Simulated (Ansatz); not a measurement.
The cluster WO2, relaxed as a singlet with RKS PBE-D4/def2-TZVP in Ansatz, starting from the GFN2-xTB geometry. Force threshold 0.02 eV/Å.

In the def2 sets W takes a core potential; there is no spin–orbit coupling. The structure holds one bond between oxygen atoms, so isomers without such links may lie far lower. The restricted singlet is unstable towards broken spin symmetry in Hartree–Fock (as tested in another run); at PBE-D4/def2-TZVP this wasn't settled. An occupied level lies above an empty one. Another isomer (singlet) lies 6.36 eV lower at PBE0-D4/def2-TZVP; other spin states weren't run for this one.

Start:

| atom | x (Å) | y (Å) | z (Å) |
| --- | --- | --- | --- |
| W1 | -0.744 | 0.000 | 0.973 |
| O2 | 0.373 | -0.656 | -0.485 |
| O3 | 0.372 | 0.656 | -0.488 |

Estimate the energy that the relaxation releases and the steps that it takes.

50.9 kJ/mol, in 5 steps; 8.5 s on 4 threads of Arm Neoverse V1 on a shared host. No frequencies were taken in this run, so the end may be a saddle point.

Does the start keep its bonding and symmetry?

By distances, no bond broke or formed. The bond that changes most is O2–O3, from 1.31 to 1.46 Å (atoms count from 1). Point group C2v at the start, C2v at the end, both within 0.05 Å.

Predict the relaxed structure.


Cartesian coordinates in Å:
```
W -0.695 0.000 0.909
O 0.349 -0.730 -0.454
O 0.347 0.730 -0.456
```
Bond lengths: 2 × O–W 1.87 Å; 1 × O–O 1.46 Å.
